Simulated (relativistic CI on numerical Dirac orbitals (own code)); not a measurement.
# One change at a time: Tl²⁺

Base calculation: Dirac-Coulomb-Breit CI, separate exchange-only KLI orbitals for each configuration, model QED (radiative potential, 1s self-energy scaled to tabulated hydrogen-like ionisation energies), valence Slater integrals scaled by 0.85, P86 correlation energy added to each configuration.

CI space (outside the closed core [Xe] 4f14): 5d10 6s, 5d10 6p, 5d9 6s2, 5d10 6d, 5d10 7s, 5d9 6s 6p, 5d10 7p, 5d9 6s 5f, 5d10 5f, 5d10 8s, 5d10 7d, 5d10 8p, 5d10 6f. Double excitations out of closed p, d and f shells are left out; levels of such configurations are missing from the list, as are those of other unlisted configurations, and high levels can miss mixing partners.

The lowest level and the first level of each name with at least 55 % of one term (blank where a level has no safe partner in the second run):

```csv
Level,Base (cm⁻¹),Shift (cm⁻¹)
5d10 6s 2S_1/2,0.0,0.0
5d10 6p 2P°_1/2,61746.7,-2206.0
5d9 6s2 2D_5/2,74180.1,-2857.8
5d10 6p 2P°_3/2,75431.7,-2211.5
5d9 6s2 2D_3/2,91411.5,-2858.4
5d9 6s 6p 4P°_5/2,120951.1,-4665.4
5d9 6s 6p 4F°_7/2,126875.3,-4665.6
5d10 7s 2S_1/2,132338.5,-3723.9
5d9 6s 6p 4F°_9/2,136558.3,-4666.0
5d10 6d 2D_3/2,138531.0,-3893.2
5d9 6s 6p 4F°_3/2,138828.0,-4666.0
5d10 6d 2D_5/2,139620.4,-3893.6
5d9 6s 6p 4D°_7/2,142281.8,-4665.2
5d9 6s 6p 2D°_3/2,143308.6,-4664.7
```

Correlation outside the listed configurations is missing or only estimated: errors of thousands of cm⁻¹ between configurations and terms are usual at this charge. Rates and lifetimes follow the computed energies and can be off by large factors. The fine structure of a lone outer electron comes out too small, for d and f at times inverted, and misplaced configurations move strength between like terms. 7 of the 7 excited levels that our extract of the measured tables holds in this range could be paired (the sources list more); they are missed by 5977 cm⁻¹ on average and 7626 at most, and levels without a partner can miss by more.

(1) One thing was changed in a second run, which moved the levels as shown. Which?
A. Slater integrals left unscaled
B. Breit term removed
C. no correlation estimate
D. configuration mixing switched off
E. QED terms removed

Results:

(1) C. No correlation estimate. A correlation estimate moves all levels of a configuration together before mixing; mixed levels move by a weighted share.

LS names give the leading component of a level, which can be under half, so a name can repeat, a term be missing and a line seem to break the LS rules.
